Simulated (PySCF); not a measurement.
Hg³⁺ (mercury, charge +3) across methods

[Xe] 4f14 5d9, 2D determinant. Calculation: PySCF 2.14, in def2-TZVPPD with the def2 core potential (60 electrons); a scalar-relativistic core potential.

| method | E (hartree) | mean ε 5p β (eV) | mean ε 5d α (eV) | mean ε 5d β (eV) | Σ⟨r²⟩ (bohr²) | ⟨S²⟩ |
| --- | --- | --- | --- | --- | --- | --- |
| UHF | -150.37682 | -115.02 | -50.054 | -48.897 | 29.13 | 0.754 |
| wB97X | -151.2077 | -106.54 | -47.356 | -46.565 | 29.22 | 0.751 |
| wB97X-V | -151.1425 | -106.61 | -47.413 | -46.648 | 29.28 | 0.751 |
| PBE0 | -151.1556 | -104.28 | -44.986 | -44.121 | 29.29 | 0.752 |
| PBE | -151.1704 | -100.30 | -42.935 | -42.149 | 29.42 | 0.752 |
| LDA | -150.8717 | -100.34 | -43.107 | -42.322 | 29.59 | 0.751 |
| CAM-B3LYP | -151.1088 | -105.65 | -46.448 | -45.628 | 29.40 | 0.752 |
| r2SCAN | -151.2098 | -102.03 | -43.363 | -42.441 | 29.21 | 0.754 |
| B97-3 | -151.2058 | -104.62 | -45.035 | -44.223 | 29.25 | 0.751 |

Energies and moments cover only the electrons outside the core potential. Spin-orbit coupling, absent here, splits the open shell strongly.
